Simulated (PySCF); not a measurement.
## Dipole moment and polarisability of `CC(=O)c1ccccp1`

Compound: C7H7OP.
Structure used (GFN2-xTB), in Å, numbered top down from 1:
```
atom  x, y, z in Å
C1    -2.7025    0.5345    0.5659
C2    -1.7926   -0.4237   -0.1586
O3    -2.2177   -1.3730   -0.7791
C4    -0.3369   -0.1403   -0.0713
C5     0.5163   -1.0151   -0.7362
C6     1.8922   -0.9027   -0.7612
C7     2.5670    0.1204   -0.1089
C8     1.9284    1.1044    0.6147
P9     0.2155    1.2470    0.8409
H10   -2.4597    0.5459    1.6268
H11   -2.5673    1.5411    0.1745
H12   -3.7368    0.2280    0.4324
H13    0.0432   -1.8338   -1.2641
H14    2.4642   -1.6375   -1.3085
H15    3.6476    0.1462   -0.1718
H16    2.5316    1.8675    1.0929
```

Level: wB97X-D/def2-SVPD (PySCF), static field, nuclei fixed, core orbitals frozen in the response. The polarisability tensor in these axes (au):

```
x   137.57   3.52  -2.97
y     3.52 101.68  24.89
z    -2.97  24.89  82.39
```

Give the principal values, the mean and the anisotropy Δα = √{½[(α1 − α2)² + (α2 − α3)² + (α1 − α3)²]}.

Principal values 65.06, 118.65 and 137.92 au; mean 107.21 au = 15.89 Å³ = 17.68 × 10⁻⁴⁰ C²·m²/J; Δα = 65.39 au (61 % of the mean).

What is the dipole moment, and where does it point?

(2.51, 1.28, 0.69) D, 2.90 D in size, pointing from the negative to the positive side. Measured along this direction, the outermost atoms are H12 at the negative end and H16 and H15 at the positive end.

Molar refractivity from α?

Lorentz–Lorenz: R = (4π/3)N_A α = 2.5225 cm³/(mol·Å³) × 15.89 Å³ = 40.1 cm³/mol, in the limit of long wavelengths.

Form Σ f/ω² (atomic units) for the 8 lowest TDDFT singlets, given as eV and f, and set it beside the mean polarisability, which is this sum over all singlets: 3.75, 0.0000; 4.51, 0.0416; 4.65, 0.0103; 4.91, 0.0878; 5.50, 0.0027; 5.66, 0.0010; 5.78, 0.4868; 6.22, 0.1772.

They add up to 18.85 au, 17.6 % of the 107.21 au; the largest single term is 10.81 au, from the state at 5.78 eV. Terms in order: 0.00, 1.51, 0.35, 2.70, 0.07, 0.02, 10.81, 3.39 au. Higher excitations give the rest. The strengths listed sum to 0.808.

Refractivity n − 1 of an ideal gas of it at 400 K and 1 atm, from the electronic α?

N = p/kT = 1.8347 × 10¹⁹ cm⁻³, so n − 1 = 2π × N × 15.89 × 10⁻²⁴ cm³ = 1831 × 10⁻⁶ at long wavelengths.

Find the Langevin capture rate constant for H3+ (3.023 u) meeting this molecule (138.023 u), k = 2.342 × 10⁻⁹ cm³/s × √(α in Å³ / reduced mass in u).

The reduced mass is 2.96 u, so k = 5.43 × 10⁻⁹ cm³/s. The formula leaves out the permanent dipole, which adds to the capture rate.

Traceless (Buckingham) quadrupole moment about the centre of nuclear charge: eigenvalues?

-9.92, -2.76, 12.69 D·Å. The values depend on the origin, since the dipole doesn't vanish. The electronic extent ⟨r²⟩ about the same centre is 1371 bohr², a root-mean-square distance of 2.31 Å for the 72 electrons.

Isolated species at its GFN2-xTB geometry (one conformer only).
